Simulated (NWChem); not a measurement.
Species: C$_{2}$H$_{6}$Al cation; SMILES [Al+]([CH3])[CH3]

```xyz
9

Al     0.0000     0.0000     0.0000
C      0.0000     0.0000     1.9262
H     -0.9294     0.4397     2.3084
H      0.8455     0.5850     2.3084
H      0.0839    -1.0247     2.3084
C      0.0000     0.0000    -1.9262
H     -0.8455    -0.5850    -2.3084
H      0.9294    -0.4397    -2.3084
H     -0.0839     1.0247    -2.3084
```
Atoms are numbered in this order, from 1.

The geometry was optimised at B3LYP/6-31G* (spherical d).

Problem. List the 4 lowest vertical singlet excitations from LDA (Slater exchange, VWN5)/6-31G* (spherical d), full TDDFT (NWChem).

Solution. 
| state | energy (eV) | oscillator strength | leading excitation (squared amplitude) |
|---|---|---|---|
| S1 | 5.51 | 0.000 | HOMO → LUMO (1.00) |
| S2 | 5.51 | 0.000 | HOMO → LUMO+1 (1.00) |
| S3 | 6.82 | 0.273 | HOMO → LUMO+2 (0.82) |
| S4 | 7.52 | 0.000 | HOMO−2 → LUMO (0.42) |
